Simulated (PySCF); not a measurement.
Predicted microwave data (PBE0/pcSseg-1 in PySCF (dipole) on a GFN2-xTB geometry, gas phase) for one isomer of C9H12O2:

```
Rotational constants : A = 2754, B = 773.0, C = 741.6 MHz
Dipole components    : |μa| = 0.63 D, |μb| = 0.58 D, |μc| = 0.99 D
Inertial defect      : -155.86 u·Å²
κ                    : -0.97
```

Task: Which candidate fits, each taken in the one conformer that was computed?
A. `[CH3:1][CH2:2][CH2:3][C:4]1([C:5]#[C:6][C:7](=[O:8])[OH:9])[CH2:10][CH2:11]1` with C1–C2–C3–C4 180°, C2–C3–C4–C5 -64°, C6–C7–O9–H 180°
B. `[CH2:1]=[C:2]([CH3:3])[C:4]1=[CH:5][C@H:6]([CH2:7][CH3:8])[O:9][C:10]1=[O:11]` with C1–C2–C4–C5 -178°, C5–C6–C7–C8 178°
C. `[CH2:1]=[CH:2][C@@H:3]1[CH2:4][C:5](=[O:6])[C@@H:7]([CH3:8])[CH2:9][C:10]1=[O:11]` with C1–C2–C3–C4 -150°, C2–C3–C4–C5 -63°, C3–C4–C5–O6 142°, C4–C5–C7–C8 -141°, C5–C7–C9–C10 56°
D. `[CH3:1][O:2][CH2:3][CH2:4][O:5][c:6]1[cH:7][cH:8][cH:9][cH:10][cH:11]1` with C1–O2–C3–C4 180°, O2–C3–C4–O5 180°, C3–C4–O5–C6 180°, C4–O5–C6–C7 0° ((2-methoxyethoxy)benzene)
E. `[CH3:1][O:2][C@:3]12[CH:4]=[CH:5][C@:6]([O:7][CH3:8])([CH:9]=[CH:10]1)[CH2:11]2` with C1–O2–C3–C4 62°, C5–C6–O7–C8 172°

Result: E. It is CO[C@]12C=C[C@](OC)(C=C1)C2, a near-prolate asymmetric top, point group C1. The candidates at the same level (rigid rotor, commonest isotopes):

```csv
SMILES,A (MHz),B (MHz),C (MHz),μa (D),μb (D),μc (D),Δ (u·Å²),point group,rotor
COCCOc1ccccc1,4485,404.4,373.6,1.15,0.20,0.00,-9.61,Cs,near-prolate asymmetric top
C=C[C@@H]1CC(=O)[C@@H](C)CC1=O,1668,909.5,700.1,0.29,0.37,0.56,-136.66,C1,asymmetric top
C=C(C)C1=C[C@H](CC)OC1=O,2158,708.0,559.2,0.76,4.72,0.32,-44.23,C1,asymmetric top
CO[C@]12C=C[C@](OC)(C=C1)C2,2754,773.0,741.6,0.63,0.58,0.99,-155.86,C1,near-prolate asymmetric top
CCCC1(C#CC(=O)O)CC1,1462,572.5,436.6,2.74,0.61,0.36,-70.94,C1,asymmetric top
```

`C=C(C)C1=C[C@H](CC)OC1=O` has C 25 % too low; `C=C[C@@H]1CC(=O)[C@@H](C)CC1=O` has A 39 % too low; `COCCOc1ccccc1` has A 63 % too high; `CCCC1(C#CC(=O)O)CC1` has A 47 % too low. No structure here is proved a minimum.
